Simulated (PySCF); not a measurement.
Members of one series of related molecules.

All values: PBE0/def2-SVPD (PySCF) at GFN2-xTB geometries, gas phase, one conformer each. Core orbitals are frozen in the response; Δα² is half the sum of the squared differences of the principal polarisabilities.

Question: Rank by HOMO–LUMO gap, highest first.
A. `S1[SiH2][SiH2]OC=C1OC`
B. `CO[C@H]1CO[SiH2][SiH2]1`
C. `COC1=COC[SiH2]1`
D. `COC1=CO[SiH2][SiH2]1`
E. `COC1=CS[SiH2][SiH2]1`

Answer: B (7.11 eV), C (6.15 eV), D (5.78 eV), E (5.32 eV), A (4.92 eV).

Question: Rank by mean static polarisability, lowest first.
A. `COC1=CO[SiH2][SiH2]S1`
B. `COC1[SiH2]COC=1`
C. `COC1[SiH2][SiH2]SC=1`
D. `COC1=CO[SiH2][SiH2]1`

Answer: B (11.95 Å³), D (14.20 Å³), C (16.95 Å³), A (17.36 Å³).

All values together:

```json
{"SMILES": "COC1=CO[SiH2][SiH2]1", "change": "parent", "formula": "C3H8O2Si2", "μ (D)": "0.51", "HOMO (eV)": "-6.11", "LUMO (eV)": "-0.34", "α (Å³)": "14.20", "Δα (Å³)": "5.20", "electrons": "70", "α per electron (Å³)": "0.203"}
{"SMILES": "COC1=CO[SiH2][SiH2]S1", "change": "S inserted into a Si-C bond", "formula": "C3H8O2SSi2", "μ (D)": "1.02", "HOMO (eV)": "-6.02", "LUMO (eV)": "-1.10", "α (Å³)": "17.36", "Δα (Å³)": "6.97", "electrons": "86", "α per electron (Å³)": "0.202"}
{"SMILES": "COC1=CS[SiH2][SiH2]1", "change": "O replaced by S", "formula": "C3H8OSSi2", "μ (D)": "1.30", "HOMO (eV)": "-5.90", "LUMO (eV)": "-0.57", "α (Å³)": "16.95", "Δα (Å³)": "7.12", "electrons": "78", "α per electron (Å³)": "0.217"}
{"SMILES": "COC1=COC[SiH2]1", "change": "Si replaced by C", "formula": "C4H8O2Si", "μ (D)": "0.38", "HOMO (eV)": "-5.92", "LUMO (eV)": "0.23", "α (Å³)": "11.95", "Δα (Å³)": "4.18", "electrons": "62", "α per electron (Å³)": "0.193"}
{"SMILES": "CO[C@H]1CO[SiH2][SiH2]1", "change": "H2 added to a C-C multiple bond", "formula": "C3H10O2Si2", "μ (D)": "1.62", "HOMO (eV)": "-7.30", "LUMO (eV)": "-0.20", "α (Å³)": "14.39", "Δα (Å³)": "2.72", "electrons": "72", "α per electron (Å³)": "0.200"}
```

Conformers: `[CH3:1][O:2][C:3]1=[CH:4][O:5][SiH2:6][SiH2:7]1` with C1–O2–C3–C4 0°; `[CH3:1][O:2][C:3]1=[CH:4][O:5][SiH2:6][SiH2:7][S:8]1` with C1–O2–C3–C4 -146°, C3–C4–O5–Si6 46°, C4–O5–Si6–Si7 -27°, O5–Si6–Si7–S8 -19°, Si6–Si7–S8–C3 45°; `[CH3:1][O:2][C:3]1=[CH:4][S:5][SiH2:6][SiH2:7]1` with C1–O2–C3–C4 0°; `[CH3:1][O:2][C:3]1=[CH:4][O:5][CH2:6][SiH2:7]1` with C1–O2–C3–C4 0°; `[CH3:1][O:2][C@H:3]1[CH2:4][O:5][SiH2:6][SiH2:7]1` with C1–O2–C3–C4 72°, O2–C3–C4–O5 68°, C3–C4–O5–Si6 32°, C4–O5–Si6–Si7 -7°, O5–Si6–Si7–C3 -14°.

Question: Give the shifts from the parent, `COC1=CO[SiH2][SiH2]1`.

Answer: 
| SMILES | change in μ (D) | change in HOMO (eV) | change in LUMO (eV) | change in mean α (Å³) |
| --- | --- | --- | --- | --- |
| COC1=CO[SiH2][SiH2]S1 | +0.51 | +0.09 | -0.76 | +3.16 |
| COC1=CS[SiH2][SiH2]1 | +0.79 | +0.21 | -0.23 | +2.75 |
| COC1=COC[SiH2]1 | -0.13 | +0.19 | +0.57 | -2.25 |
| CO[C@H]1CO[SiH2][SiH2]1 | +1.11 | -1.19 | +0.14 | +0.19 |
